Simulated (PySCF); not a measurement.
Computed shifts of a molecule C₄H₆OSe, PBE/pcSseg-1 (PySCF), GIAO, gas phase, equivalent atoms averaged, in ppm (number of nuclei): ¹³C: 172.8 (1), 87.1 (1), 84.6 (1), 43.1 (1). ¹H: 5.19 (1), 4.82 (1), 4.77 (1), 4.70 (1), 4.43 (1), 2.73 (1). References: ¹³C against TMS (σ = 182.0 ppm); ¹⁷O against H2O (σ = 334.3 ppm); ⁷⁷Se against Me2Se (σ = 1634.8 ppm); ¹H against TMS (σ = 31.49 ppm), references at their B3LYP-D3(BJ)/def2-TZVP geometries, non-relativistic. Geometry optimised at PBE0-D3(BJ)/def2-SVP. Other conformers were not sampled.

Problem. Pick the molecule that these values belong to.
(A) C[C@@H]1CC(=O)[Se]1
(B) CO[C@@H]1C=C[Se]1
(C) C1=C[Se]COC1
(D) C=C1OC[C@H]1[SeH]

Solution. D, C=C1OC[C@H]1[SeH]
